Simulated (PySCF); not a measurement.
Working out the ionisation energy of Au

Au [Xe] 4f14 5d10 6s1 (2S) → Au⁺ [Xe] 4f14 5d10 (1S). Calculation: PySCF 2.14, in def2-QZVPPD with the def2 core potential (60 electrons) (7s5p4d4f2g, 88 functions); a scalar-relativistic core potential. Frozen: 5s2 5p6. Energies in hartree (1 hartree = 27.21139 eV):

```
            part   Au (lower)  Au⁺ (upper)
             UHF  -134.789917  -134.507463
CCSD correlation    -0.360508    -0.316571
             (T)    -0.017019    -0.012942
```

What does Hartree-Fock give?

(-134.507463) − (-134.789917) = 0.282454 hartree = 7.686 eV.

What do CCSD and CCSD(T) give?

The CCSD correlation energies differ by 0.043937 hartree = 1.196 eV and the triples by 0.004077 hartree = 0.111 eV, so CCSD gives 8.882 eV and CCSD(T) 8.993 eV.

Measured between the centres of the two terms (NIST): 9.226 eV, so CCSD(T) (valence) is off by -0.233 eV.

What remains against the reference includes basis incompleteness, the frozen core and higher excitations.
